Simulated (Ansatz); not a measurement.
Correlation energies of C4H6BClO2 (`C[B-]1(Cl)OC=CC=[O+]1`) by basis set

```xyz
14

C    -2.087    0.135   -0.716
B    -0.596   -0.332   -0.520
Cl   -0.092   -1.786   -1.557
O     0.376    0.790   -0.859
C     1.504    0.865   -0.279
C     1.843    0.124    0.839
C     0.821   -0.594    1.435
O    -0.335   -0.730    0.926
H    -2.781   -0.671   -0.469
H    -2.328    0.994   -0.081
H    -2.270    0.422   -1.754
H     2.189    1.605   -0.694
H     2.808    0.226    1.310
H     0.950   -1.046    2.419
```

Charge 0, multiplicity 1. The geometry is a stationary point of PBE0-D4/def2-TZVP. Frozen core, restricted reference, Ansatz.

```
     basis     HF (Eh)  MP2 corr.  CCSD corr.  (T)  CCSD(T) total
  def2-SVP           ?          ?    -1.16219    ?              ?
def2-TZVPP  -789.11282   -1.39575           –    –              –
def2-QZVPP  -789.13981          ?           –    –              –
```

Problem. Fill in the withheld values. (An estimate is asked.)

Solution. The calculation gave: def2-SVP HF (Eh): -788.57865; def2-SVP MP2 corr.: -1.10723; def2-SVP (T): -0.04005; def2-SVP CCSD(T) total: -789.78089; def2-QZVPP MP2 corr.: -1.50032.
